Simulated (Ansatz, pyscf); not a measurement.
H₂C=C⁺–CH₃ → H₂C=CH–CH₂⁺, a hydrogen shift on the singlet surface: C–H broken, C–H formed. Optimised with ωB97X-D3(BJ)/def2-SVP in PySCF. Wave-function energies: Ansatz (a first-principles code), frozen core, RHF or UHF references. In kcal/mol, from the reactant's lowest minimum found.

| level | barrier | reaction energy |
|---|---|---|
| B3LYP-D3(BJ)/def2-TZVP | 19.54 | -9.17 |
| ωB97M-D3(BJ)/def2-TZVP | 20.33 | -7.55 |
| CCSD(T)/cc-pV(D+d)Z | 17.99 | -12.62 |
| CCSDT(Q)/cc-pV(D+d)Z | 17.94 | -12.74 |
| CCSD(T)/cc-pV(T+d)Z | 18.60 | -10.85 |
| CCSD(T)/cc-pV(Q+d)Z | 18.79 | -10.43 |

In cc-pV(D+d)Z, going from CCSD(T) to CCSDT(Q) shifts the barrier by -0.05 and the reaction energy by -0.12 kcal/mol. With HF in the quadruple-zeta basis and the correlation energy extrapolated as X⁻³ from X = 3, 4, CCSD(T) gives 18.90 and -10.17; adding the double-zeta shift gives ΔE‡ = 18.85 and ΔE = -10.29 kcal/mol, without core correlation, relativity or geometry relaxation at these levels. This is the saddle that the search found; another between the same sides may lie lower.
